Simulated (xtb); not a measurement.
trichloroethylene (C2HCl3), singlet, geometry from GFN2-xTB, atoms displaced at random by about 0.1 Å a coordinate. Base run: GFN2-xTB (xtb).

xtb was given this input:
```
$ xtb mol.xyz --gfn 2 --opt --json

# file mol.xyz
6

Cl     2.00298884     0.60048058    -0.16367834
C      1.02364036    -0.49213003     0.16736928
C     -0.40247928    -0.28043538     0.06743814
Cl    -1.09304247     1.49978278     0.18831301
Cl    -1.49393407    -1.49879683    -0.19423653
H      1.41997449    -1.72209305    -0.05912400
```

Variants of this job, named by their change:

```csv
change,ΔE vs base (kJ/mol),optimiser steps
base,0.00,11
engine = lbfgs,0.00,-
opt level = crude,0.37,7
opt level = lax,0.01,10
opt level = tight,0.00,13
alpb = benzene,(withheld),11
opt level = vtight,0.00,15
opt level = extreme,0.00,15
opt level = loose,0.04,9
opt level = sloppy,0.04,9
```

Question: What belongs in the gaps?

Answer: 
- alpb = benzene, ΔE vs base (kJ/mol): -17.94
